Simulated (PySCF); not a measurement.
Nd³⁺ (neodymium, charge +3) across methods

[Xe] 4f3, one real determinant. All numbers are calculated (PySCF 2.14, scalar relativity by spin-free X2C-1e, in ANO-RCC-VTZP (8s7p5d3f2g1h, 104 functions)).

| method | E (hartree) | mean ε 5p α (eV) | mean ε 5p β (eV) | mean ε 4f α (eV) | Σ⟨r²⟩ (bohr²) | ⟨S²⟩ |
| --- | --- | --- | --- | --- | --- | --- |
| LDA | -9613.71 | -48.661 | -47.655 | -32.253 | 37.37 | 3.751 |
| PBE0 | -9621.14 | -50.322 | -49.235 | -35.034 | 37.35 | 3.751 |
| PBE | -9621.13 | -48.449 | -47.435 | -32.256 | 37.39 | 3.751 |
| UHF | -9617.95672 | -54.708 | -53.246 | -42.603 | 37.48 | 3.753 |

Problem. Estimate the same row for r2SCAN.

Solution. E (hartree) = -9621.49; mean ε 5p α (eV) = -49.094; mean ε 5p β (eV) = -47.966; mean ε 4f α (eV) = -32.933; Σ⟨r²⟩ (bohr²) = 37.37; ⟨S²⟩ = 3.752.

⟨L²⟩ = 34.00 against 42 for a pure I term, so this real determinant mixes terms. Spin-orbit coupling, absent here, splits the open shell strongly.
